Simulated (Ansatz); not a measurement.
cis-Hf(PH3)2Cl4 (HfP₂H₆Cl₄), relaxed as a singlet with RKS PBE0-D4/def2-SVP in Ansatz, starting from the GFN2-xTB geometry. Force threshold 0.02 eV/Å.

In the def2 sets Hf takes a core potential; there is no spin–orbit coupling.

Start:

```csv
atom,x (Å),y (Å),z (Å)
Cl1,-0.019,-3.068,0.080
Cl2,3.014,-1.071,0.244
Cl3,0.229,-0.233,2.186
Cl4,0.649,-0.581,-2.322
Hf5,0.741,-0.885,-0.018
P6,1.228,1.862,0.142
P7,-2.040,-0.742,-0.293
H8,2.327,2.004,0.971
H9,0.443,2.747,0.861
H10,1.659,2.811,-0.775
H11,-3.074,0.173,-0.449
H12,-2.686,-1.459,0.699
H13,-2.469,-1.558,-1.324
```

Task: Estimate the energy that the relaxation releases and the steps that it takes.

Result: 11.3 kcal/mol, in 17 steps; 86 s on 4 threads of Arm Neoverse V1 on a shared host. The force fell under the threshold at step 16, but the optimiser went on. No frequencies were taken in this run, so the end may be a saddle point.

Task: Does the start keep its bonding and symmetry?

Result: By distances, no bond broke or formed. The bond that changes most is Cl4–Hf5, from 2.33 to 2.41 Å (atoms count from 1). The end is the same structure that another start reached.

Task: Predict the relaxed structure.

Result: 
```xyz
13

Cl    0.267   -3.379   -0.099
Cl    3.228   -1.021    0.188
Cl    0.274   -0.627    2.310
Cl    0.590   -0.462   -2.284
Hf    0.874   -1.100    0.023
P     1.097    1.735    0.142
P    -1.935   -0.680   -0.164
H     1.687    2.322    1.289
H    -0.086    2.520    0.096
H     1.827    2.406   -0.871
H    -2.431    0.651   -0.175
H    -2.775   -1.203    0.851
H    -2.618   -1.161   -1.308
```
Bond lengths: 4 × Cl–Hf 2.36 to 2.41 Å; 2 × Hf–P 2.85 Å; 6 × H–P 1.42 Å.
